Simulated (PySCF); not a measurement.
**Dipole response of Ga⁻ (gallium, charge -1)**

[Ar] 3d10 4s2 4p2, high-spin 3P determinant. Calculation: PySCF 2.14, in aug-cc-pV5Z-PP with ECP10MDF; scalar relativity through the core potential. Coupled (time-dependent) response in atomic units; α is the mean over directions.

| method | mean α (bohr³) | α xx, yy, zz | C₆ (like pair) | S(−4) |
| --- | --- | --- | --- | --- |
| UHF | 460.0 | 196.3, 592.1, 591.6 | 8900 | 252100 |

S(−4) is the Cauchy moment in α(ω) = α(0) + S(−4) ω² + …

Spin-orbit coupling is absent.

α(iu) at UHF:

| u (hartree) | α(iu) (bohr³) |
| --- | --- |
| 0 | 460.0 |
| 0.0500 | 241.3 |
| 0.100 | 130.2 |
| 0.200 | 55.91 |
| 0.300 | 31.50 |
| 0.500 | 14.36 |
| 0.750 | 7.483 |
| 1.00 | 4.708 |
| 1.50 | 2.479 |
| 2.00 | 1.589 |
| 3.00 | 0.8510 |
| 5.00 | 0.3753 |

For an ion, C₆ is the dispersion term alone; charge-induced terms of lower order in 1/R come first.

The components differ because the open shell of this determinant is not spherical; for a pure term their mean is the scalar polarisability.

Energies and moments cover only the electrons outside the core potential.
